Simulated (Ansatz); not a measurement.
Input and output for the cluster CdBr₂ (the lowest singlet isomer of a short search).

```yaml
crystal:
  periodic: [false, false, false]
  atoms:
    - {symbol: Cd, position_ang: [-0.000185, -0.001116, 0.000922]}
    - {symbol: Br, position_ang: [-0.254258, 1.565936, 1.833727]}
    - {symbol: Br, position_ang: [0.254444, -1.564821, -1.834649]}
basis:
  gaussian: {orbitals: def2-TZVP}
hamiltonian: {xc: {name: PBEsol}}
scf: {omitted_lower_state_checks: [starts]}
```

```sh
$ ansatz run in.yaml --threads 4 --pin off --events-out ev --progress --plain --max-ram 3916MiB
```

It prints (some lines left out):

```
Functional definition: PBEsol
1121 factors; their error is unknown
mean field evaluation 1: about -144541.1504 eV, gradient 3.4e1 eV
mean field evaluation 2: about -144532.7225 eV, gradient 6.9e1 eV
mean field evaluation 4: about -144543.6565 eV, gradient 2.6e0 eV
mean field evaluation 8: about -144543.6340 eV, gradient 2.5e-2 eV
mean field evaluation 16: about -144543.6340 eV, gradient 2.0e-6 eV
mean field -144543.63401814 eV, -5311.8805749727 hartree, gradient 2.0e-6 eV, S^2 0.000000; 0 other end points of the search recorded, 0 dependent functions left out
reference -144543.63405222 eV, -5311.8805762250 hartree; 45, 45 occupied and 91, 91 virtual orbitals, 1121 factors
Total energy: -144543.63405222 eV, -5311.8805762250 hartree
Checks for a lower state left out: starts
```

It took 0.8 s on 4 threads of Arm Neoverse V2 on a shared host.

In the def2 sets Cd takes a core potential; there is no spin–orbit coupling.
